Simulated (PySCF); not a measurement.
Radial density of Mg+ (magnesium, charge +1)

UHF, [Ne] 3s1, 2S determinant. Computed with PySCF 2.14 in x2c-SVPall (4s3p1d, 18 functions), with the spin-free X2C one-electron Hamiltonian (Gaussian nucleus).

```
r (bohr)  4πr²ρ (e/bohr)  4πr²(ρα − ρβ)
 0.00222         0.06435         0.0001
 0.00373          0.1793         0.0003
 0.00627          0.4867         0.0008
  0.0105           1.245         0.0020
  0.0177           2.892         0.0046
  0.0298           6.089         0.0095
  0.0502           10.52         0.0154
  0.0844           13.41         0.0156
   0.142           10.66         0.0019
   0.239           7.312         0.0052
   0.402           10.23         0.0583
   0.676           9.445         0.0229
    1.14           2.894         0.0497
    1.91          0.5117         0.3208
    3.22          0.3182         0.3178
    5.41         0.03383         0.0338
    9.10       1.947e-05         0.0000
```

Densities and radii are taken from the X2C orbitals without a picture-change correction, which distorts them close to the nucleus.
